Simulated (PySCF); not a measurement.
**Relaxation of singlet SeH₆**

Level of theory: PBE0 in PySCF with Se def2-TZVP, H def2-TZVP; no relativity; density-fitted integrals. A (50,194) grid was used.

A start displaced from a saddle point along its imaginary mode, of D3 symmetry, held to at least that symmetry:

Coordinates in bohr (charge 0 multiplicity 1):
```
Se    0.0000    0.0000    0.0000
H     2.2392    0.2268    1.9798
H    -1.3160    1.8258    1.9798
H    -0.9232   -2.0526    1.9798
H     2.2392   -0.2267   -1.9798
H    -0.9233    2.0526   -1.9798
H    -1.3159   -1.8259   -1.9798
```

Optimiser trace:
| step | E − E(last) (kJ/mol) | largest gradient (Eh/bohr) |
| --- | --- | --- |
| 0 | 198.93 | 0.00923 |
| 1 | 163.10 | 0.01397 |
| 2 | 105.09 | 0.01522 |
| 3 | 49.63 | 0.01235 |
| 4 | 4.24 | 0.00596 |
| 5 | 0.17 | 0.00145 |
| 6 | 0.00 | 0.00021 |
| 7 | 0.00 | 0.00000 |

It ends at Oh with Se–H 1.557 Å (×6); H–Se–H 90.0° (×12), H–Se–H 180.0° (×3). No frequency check is given, so it may be a saddle point.

Final geometry:
```xyz
7
charge 0 multiplicity 1, angstrom
Se    0.0000    0.0000    0.0000
H     1.1007    0.6355    0.8986
H    -1.1007    0.6355    0.8986
H     0.0000   -1.2710    0.8986
H     1.1007   -0.6354   -0.8986
H     0.0000    1.2710   -0.8986
H    -1.1007   -0.6355   -0.8986
```

The relaxation took of the order of 26 core-seconds on a shared host.
